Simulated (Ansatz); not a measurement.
ClFH2MoO3, SMILES `[O]=[Mo]([OH])([OH])([F])[Cl]`, relaxed with RKS PBE0-D4/def2-TZVP in Ansatz from a PBE-D4/def2-SVP geometry. The force threshold is 0.005 eV/Å; the program also tests the step.

Charge 0, multiplicity 1. Mo: def2 effective core potential.

Start:

```xyz
8

O     1.787   -0.254   -0.913
Mo    0.244    0.101   -0.364
O    -0.468   -1.238    0.805
O     0.658    1.005    1.223
F    -0.770   -0.869   -1.626
Cl   -0.555    2.014   -1.385
H    -0.921   -1.957    0.319
H     0.024    1.197    1.942
```

| step | energy (eV) | largest force (eV/Å) | largest move (Å) |
| --- | --- | --- | --- |
| 1 | -23265.3482 | 1.657 | 0.000 |
| 2 | -23265.4103 | 0.231 | 0.055 |
| 3 | -23265.4137 | 0.038 | 0.016 |
| 4 | -23265.4140 | 0.035 | 0.011 |
| 5 | -23265.4142 | 0.027 | 0.009 |
| 6 | -23265.4143 | 0.026 | 0.004 |
| 7 | -23265.4143 | 0.004 | 0.005 |

End:

```xyz
8

O     1.772   -0.233   -0.906
Mo    0.250    0.107   -0.367
O    -0.454   -1.218    0.793
O     0.637    1.001    1.204
F    -0.761   -0.862   -1.608
Cl   -0.545    1.979   -1.390
H    -0.931   -1.918    0.334
H     0.032    1.144    1.940
```

Run time 40 s (4 threads of an Arm Neoverse V2 on a shared host); peak host memory 0.62 GiB.
